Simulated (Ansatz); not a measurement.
Basis-set series for FH$_{2}$SeSn, SMILES `[F][SnH][SeH]` radical. The species carries charge 0 and has multiplicity 2. Sn: def2 effective core potential. All single points use the PBE0-D4/def2-TZVP geometry. It is one conformer, not always the lowest.

```xyz
5

F    -1.354   -0.902   -0.994
Sn    0.442   -0.788   -0.283
Se    0.601    1.551    0.704
H     0.461   -1.948    1.013
H    -0.151    2.087   -0.440
```

```tsv
functional	basis	functions	energy (Eh)	HOMO (eV)	LUMO (eV)
PBE0-D4	def2-SVP	82	-2716.17020	-6.52	-3.83
PBE0-D4	def2-TZVPP	157	-2716.60633	-6.65	-3.93
ωB97M-V	def2-SVP	82	-2716.32458	-8.47	-2.06
ωB97M-V	def2-TZVPP	157	-2716.76339	-8.62	-2.23
```

Q: Give the rows for def2-QZVPP. (An estimate is asked.)

A: Computed: 
```tsv
functional	basis	functions	energy (Eh)	HOMO (eV)	LUMO (eV)
PBE0-D4	def2-QZVPP	288	-2716.66528	-6.66	-3.95
ωB97M-V	def2-QZVPP	288	-2716.82053	-8.64	-2.27
```

HOMO and LUMO are taken over both spins. Scalar relativity is left out up to krypton.
